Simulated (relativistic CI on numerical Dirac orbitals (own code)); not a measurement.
**Cu³⁺ in a cubic cluster: 3p photoemission with charge transfer**

Computed with a charge-transfer multiplet model of a cubic metal-ligand cluster with up to 2 ligand holes, Slater and spin-orbit integrals from Dirac-Coulomb-Breit ions, Slater integrals scaled by 0.8. The ground state mixes d8 with configurations of k ligand holes L, whose averages lie at kΔ + k(k − 1)U_dd/2; a core hole lowers each added d electron by U_cd. 300 K, Lorentzian 0.9 eV and Gaussian 0.8 eV FWHM.

Atomic integrals in eV (Slater integrals scaled, ζ unscaled), ground: F2dd 11.066, F4dd 6.905, zeta_d 0.110; with the core hole: F2dd 11.854, F4dd 7.433, zeta_d 0.118, zeta_core 1.767, F2cd 12.445, G1cd 15.284, G3cd 9.378.

Cluster parameters (eV): Δ = -1.3, U_cd = 9, 10Dq = 1.55, 10Dq(ligand) = 0.7, V(eg) = 2.2, V(t2g) = -1.01, final-state hopping factor = 1.

| Case | n_d | d8 | d9L | d10L2 | S |
| --- | --- | --- | --- | --- | --- |
| U_dd = 5.5 eV | 8.64 | 0.43 | 0.51 | 0.06 | 1.00 |
| U_dd = 7.6 eV | 8.59 | 0.45 | 0.50 | 0.04 | 1.00 |
| U_dd = 8.3 eV | 8.58 | 0.46 | 0.50 | 0.04 | 1.00 |
| U_dd = 9 eV | 8.57 | 0.47 | 0.50 | 0.03 | 1.00 |
| U_dd = 9.7 eV | 8.56 | 0.47 | 0.50 | 0.03 | 1.00 |

Weights, n_d and S are thermal averages at 300 K. Binding energies count from the first peak over 30 % of the highest in each spectrum, which can be another peak from case to case. The parameters are a model scan and need not match a compound or its usual spin state. Peaks in eV (height, largest 100):
- U_dd = 5.5 eV: 0.0 (100), 2.6 (52), 5.0 (22), 9.0 (49), 12.8 (9), 15.9 (27), 29.7 (5)
- U_dd = 7.6 eV: 0.0 (100), 2.3 (46), 8.3 (44), 12.7 (9), 15.3 (28), 19.9 (5), 26.9 (5), 28.8 (5)
- U_dd = 8.3 eV: 0.0 (100), 2.2 (46), 8.1 (41), 15.2 (28), 19.7 (5), 26.7 (5), 28.6 (5)
- U_dd = 9 eV: 0.0 (100), 2.0 (46), 8.0 (40), 15.1 (28), 19.6 (5), 26.6 (5), 28.5 (5)
- U_dd = 9.7 eV: 0.0 (100), 7.9 (40), 15.0 (29), 19.4 (5), 26.4 (5), 28.3 (5)

For the case U_dd = 7.6 eV, Δ = -1.3 eV is smaller than U_dd = 7.6 eV, the charge-transfer side of the Zaanen-Sawatzky-Allen scheme (negative Δ: between configuration averages a ligand hole costs less than the nominal valence; multiplet and field energies can change this for the lowest states). With the core hole the average of the configuration with one ligand hole lies at Δ − U_cd = -10.3 eV before mixing: it lies below the unscreened one, so the lowest final states are mostly screened and the unscreened weight appears at higher binding energy as a satellite.
